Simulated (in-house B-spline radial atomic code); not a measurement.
Orbital energies and mean radii along the 23-electron series, configuration [Ar] 3d5. The effective charge is n√(-2ε), a non-relativistic measure. Computed with an all-electron radial atomic-structure program (B-spline basis): non-relativistic Hartree-Fock, average of the configuration, point nuclei.

This level leaves out relativity, spin-orbit splitting included, which matters for heavy ions.

```csv
ion,Z,energy of 3d (Eh),mean radius of 3d (bohr),energy of 1s (Eh),mean radius of 1s (bohr),energy of 3p (Eh),mean radius of 3p (bohr),effective charge of 3d
Er45+,68,-138.24,0.19068,-2075.68,0.022291,-148.19,0.21917,49.883
Tm46+,69,?,?,?,?,?,?,?
Yb47+,70,-149.65,0.18393,-2206.04,0.021648,-159.96,0.21173,51.901
Lu48+,71,-155.52,0.18074,-2272.72,0.021341,-166.02,0.20819,52.909
Hf49+,72,-161.5,0.17765,-2340.4,0.021041,-172.18,0.20477,53.917
Ta50+,73,?,?,?,?,?,?,?
W51+,74,-173.8,0.17179,-2478.76,0.020468,-184.85,0.19826,55.933
Re52+,75,?,?,?,?,?,?,?
Os53+,76,-186.55,0.1663,-2621.12,0.019924,-197.96,0.19214,57.947
Ir54+,77,-193.09,0.16369,-2693.8,0.019663,-204.68,0.18923,58.954
Pt55+,78,-199.74,0.16116,-2767.48,0.019409,-211.51,0.1864,59.961
Au56+,79,-206.5,0.1587,-2842.16,0.019161,-218.45,0.18366,60.967
```

Question: Fill in the row of Tm46+.

Answer: energy of 3d (Eh): -143.89; mean radius of 3d (bohr): 0.18725; energy of 1s (Eh): -2140.36; mean radius of 1s (bohr): 0.021965; energy of 3p (Eh): -154.02; mean radius of 3p (bohr): 0.21539; effective charge of 3d: 50.892.

Question: Fill in the row of Ta50+.

Answer: energy of 3d (Eh): -167.6; mean radius of 3d (bohr): 0.17467; energy of 1s (Eh): -2409.08; mean radius of 1s (bohr): 0.020751; energy of 3p (Eh): -178.46; mean radius of 3p (bohr): 0.20146; effective charge of 3d: 54.925.

Question: Fill in the row of Re52+.

Answer: energy of 3d (Eh): -180.12; mean radius of 3d (bohr): 0.169; energy of 1s (Eh): -2549.44; mean radius of 1s (bohr): 0.020192; energy of 3p (Eh): -191.35; mean radius of 3p (bohr): 0.19515; effective charge of 3d: 56.94.

Question: How does the screening of 3d change?

Answer: Z less the effective charge goes from 18.12 at Z = 68 to 18.03 at Z = 79.
